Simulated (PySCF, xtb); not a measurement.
Si(F)(Cl)(Et)(OH) (C2H6ClFOSi), SMILES C(C)[Si](F)(O)Cl. Other conformers were not sampled.

Harmonic wavenumbers (cm⁻¹) from GFN2-xTB (xtb 6.7.1) at its own minimum, in rising order: 37, 109, 147, 177, 199, 241, 256, 266, 337, 484, 713, 733, 767, 823, 939, 995, 1030, 1077, 1235, 1300, 1418, 1470, 1506, 1506, 2974, 2991, 3030, 3040, 3051, 3627.

### Question
What does PBE-D3(BJ)/def2-SVP (PySCF) give at its own minimum? (The exact figures need the calculation; the answer reports its results.)

### Answer
56, 120, 161, 188, 232, 275, 287, 309, 360, 502, 673, 691, 788, 873, 924, 945, 962, 1028, 1204, 1226, 1345, 1373, 1426, 1431, 2976, 2979, 3031, 3063, 3069, 3766. Paired by order, the mean absolute difference is 40 cm⁻¹ and the zero-point energies are 52.1 and 51.8 kcal/mol.
